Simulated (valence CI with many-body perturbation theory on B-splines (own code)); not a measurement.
**Rh³⁹⁺: what each term of the Hamiltonian does**

Computed by relativistic CI+MBPT: four valence electrons over a frozen Dirac-Fock core [He], radial functions for each j: 11 s, 11 p, 9 d, 7 f, 5 g, 2 h, 1 i, with the one-electron correlation potential Σ1 (screened to all orders), the two-electron term Σ2, the three-electron term Σ3, Breit, model QED; selected single and double excitations, second order for the rest (own B-spline code, finite nucleus).

The last digits are not significant, and no measured levels were compared; by estimate large intervals hold to a few tenths of a per cent, small ones and those within an open d or f shell to about a per cent. Among the levels kept, up to 270 cm⁻¹ of a level comes from second order outside the variational space, and about a tenth of that is noise between levels of different J, which matters for small intervals.

Each rung adds one term. CI alone is the Dirac-Coulomb CI over the frozen core; QED comes last and gives the full result, which names the levels. Energies are above (2s^2 2p1/2^2) J=0 on the same rung, in × 10³ cm⁻¹.

Levels are named by their leading jj configuration (3d3/2^4 stands for four electrons in 3d with j = 3/2), which in mixed levels can hold well under half, so a name can repeat and another be missing. Letters in brackets count levels of one name in rising energy.

| Level | CI alone | Σ1 | Σ2 | Σ3 | Breit | QED | Full |
| --- | --- | --- | --- | --- | --- | --- | --- |
| (2s^2 2p1/2 2p3/2) J=1 | 1176.9 | +0.50 | -0.41 | +0.12 | -24.80 | +2.70 | 1155.0 |
| (2s^2 2p1/2 2p3/2) J=2 | 1298.1 | +0.51 | -0.24 | -0.08 | -38.81 | +2.71 | 1262.2 |
| (2s 2p1/2^2 2p3/2) J=2 | 2327.5 | -1.26 | -1.15 | -0.04 | -10.17 | -22.43 | 2292.4 |
| (2s^2 2p3/2^2) J=2 | 2544.8 | +0.99 | -0.26 | -0.06 | -56.49 | +4.96 | 2494.0 |
| (2s 2p1/2^2 2p3/2) J=1 | 2734.8 | -1.27 | -1.98 | -0.61 | -3.61 | -22.66 | 2704.7 |
| (2s^2 2p3/2^2) J=0 | 2786.5 | +0.99 | +0.58 | -0.44 | -42.08 | +4.62 | 2750.2 |
| (2s 2p1/2 2p3/2^2) J=2 [a] | 3446.4 | -0.81 | -1.20 | -0.07 | -27.14 | -20.17 | 3397.0 |
| (2s 2p1/2 2p3/2^2) J=3 | 3689.8 | -0.79 | -1.26 | -0.28 | -48.67 | -20.13 | 3618.7 |
| (2s 2p1/2 2p3/2^2) J=0 | 3889.3 | -0.78 | -0.77 | -0.45 | -18.49 | -20.15 | 3848.6 |
| (2s 2p1/2 2p3/2^2) J=1 [a] | 3985.0 | -0.78 | -2.27 | -0.66 | -26.85 | -20.18 | 3934.3 |
| (2s 2p1/2 2p3/2^2) J=2 [b] | 4078.3 | -0.78 | -2.42 | -0.79 | -40.26 | -20.22 | 4013.8 |
| (2s 2p1/2 2p3/2^2) J=1 [b] | 4106.3 | -0.80 | -2.42 | -0.87 | -25.14 | -20.37 | 4056.7 |
| (2s 2p3/2^3) J=2 | 5110.6 | -0.30 | -1.45 | -0.55 | -52.93 | -17.72 | 5037.6 |
| (2p1/2^2 2p3/2^2) J=2 | 5346.0 | -2.55 | -4.29 | -1.07 | -8.51 | -45.16 | 5284.4 |
| (2s 2p3/2^3) J=1 | 5473.3 | -0.30 | -2.71 | -1.01 | -50.21 | -17.84 | 5401.2 |
| (2p1/2^2 2p3/2^2) J=0 | 5612.4 | -2.52 | -3.91 | -1.15 | +6.07 | -44.98 | 5565.9 |
| (2p1/2 2p3/2^3) J=1 | 6572.9 | -2.07 | -4.14 | -1.05 | -24.30 | -43.01 | 6498.3 |
| (2p1/2 2p3/2^3) J=2 | 6702.5 | -2.07 | -3.82 | -1.04 | -37.41 | -43.02 | 6615.1 |
| (2p3/2^4) J=0 | 8070.7 | -1.56 | -3.57 | -1.10 | -45.15 | -40.33 | 7979.0 |
| (2s^2 2p1/2 3s) J=0 | 26960 | +2.74 | -0.12 | -0.68 | -49.16 | +8.22 | 26921 |
| (2s^2 2p1/2 3s) J=1 | 26980 | +2.75 | -0.34 | -0.68 | -51.05 | +8.32 | 26939 |
| (2s^2 2p1/2 3p1/2) J=1 | 27321 | +2.38 | -0.37 | -0.68 | -43.76 | +1.05 | 27280 |
| (2s^2 2p1/2 3p1/2) J=0 | 27500 | +2.37 | -0.51 | -0.68 | -40.21 | +0.86 | 27462 |
| (2s^2 2p1/2 3p3/2) J=1 | 27736 | +2.34 | -0.46 | -0.69 | -46.56 | +0.10 | 27690 |
| (2s^2 2p1/2 3p3/2) J=2 | 27774 | +2.50 | -0.48 | -0.68 | -52.31 | +1.79 | 27725 |
| (2s 2p1/2^2 3s) J=1 | 28017 | +1.11 | -0.82 | -0.71 | -26.09 | -15.34 | 27975 |
| (2s^2 2p1/2 3d3/2) J=2 | 28082 | +2.80 | -0.28 | -0.65 | -53.49 | +1.30 | 28032 |
| (2s 2p1/2^2 3s) J=0 | 28145 | +0.97 | -0.64 | -0.73 | -21.73 | -17.01 | 28106 |
| (2s^2 2p1/2 3d3/2) J=1 | 28204 | +2.67 | -0.41 | -0.66 | -54.57 | +0.02 | 28151 |
| (2s^2 2p1/2 3d5/2) J=2 | 28235 | +2.94 | -0.21 | -0.67 | -65.17 | +5.42 | 28177 |
| (2s^2 2p1/2 3d5/2) J=3 | 28274 | +2.82 | -0.34 | -0.65 | -58.01 | +1.55 | 28219 |

The middle columns are the shifts that each term adds.

Question: How does the ionisation energy move along the ladder, and which term matters most?

Answer: CI alone 5957.2, + Σ1 5957.6, + Σ2 5957.6, + Σ3 5957.5, + Breit 5950.3, + QED 5950.5 eV. The largest step is Breit, -7.2 eV. NIST lists 5940 ± 7 eV (semi-empirical).
